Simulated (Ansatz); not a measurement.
Molecule: sum formula H8Si3O2 (charge 0, singlet). 
Coordinates optimised at B3LYP-D3(BJ)/def2-TZVP (Ansatz, a first-principles code):
SMILES: [SiH3]O[SiH2]O[SiH3]
```xyz
13

Si     2.3798     0.0660    -0.5271
O      1.1879     0.5535     0.4892
Si    -0.1610     0.1495     1.3119
O     -1.2904    -0.4613     0.3064
Si    -2.1842    -0.2465    -1.0522
H      1.8508    -0.0383    -1.9058
H      2.9038    -1.2542    -0.1052
H      3.4646     1.0685    -0.4845
H      0.1540    -0.8955     2.3044
H     -0.6717     1.3788     1.9477
H     -2.7486     1.1232    -1.0824
H     -3.2811    -1.2368    -1.0471
H     -1.3350    -0.4491    -2.2477
```

Basis-set convergence of Hartree-Fock and CCSD correlation energies (hartree) with Ansatz. Valence correlation only, unless marked. Spin-orbit coupling is left out. Non-relativistic.

| basis | functions | E(HF) | E(corr, CCSD) |
|---|---|---|---|
| aug-cc-pV(D+d)Z | 214 | -1021.39358 | -0.77342 |
| aug-cc-pV(T+d)Z | 441 | [?] | [?] |

### Question
Some entries are withheld; supply them.

### Answer

- aug-cc-pV(T+d)Z, E(HF): -1021.49713
- aug-cc-pV(T+d)Z, E(corr, CCSD): -0.91388
